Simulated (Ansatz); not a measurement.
Species: GaH$_{3}$, charge -1, multiplicity 2. 
Geometry from a B3LYP-D3(BJ)/def2-TZVP (Ansatz, a program for electronic structure) optimisation:
```xyz
4

Ga    -0.0395    -0.0041     0.0179
H      1.0603    -0.3801     1.1575
H      0.1228     1.5399    -0.4713
H      0.0408    -1.0328    -1.2410
```
Charge -1, spin multiplicity 2.

**Question.** Give the harmonic wavenumbers at B3LYP-D3(BJ)/def2-TZVP (Ansatz, finite differences of forces, unscaled).

**Answer.** 600, 732, 733, 1669, 1669, 1680 cm⁻¹. Zero-point energy 10.1 kcal/mol.

**Question.** From these and the geometry, give the ideal-gas thermochemistry at 298.15 K and 1 atm (rigid rotor, harmonic oscillator).

**Answer.** Point group C3v, rotational symmetry number 3. Rotational constants 116.3, 116.3, 69.46 GHz. S(trans) 38.77, S(rot) 14.30, S(vib) 1.01, S(elec, spin only) 1.38, S 55.5 cal/(mol K). H(298) - H(0) 2.60 kcal/mol; G - E(el) -3.8 kcal/mol.
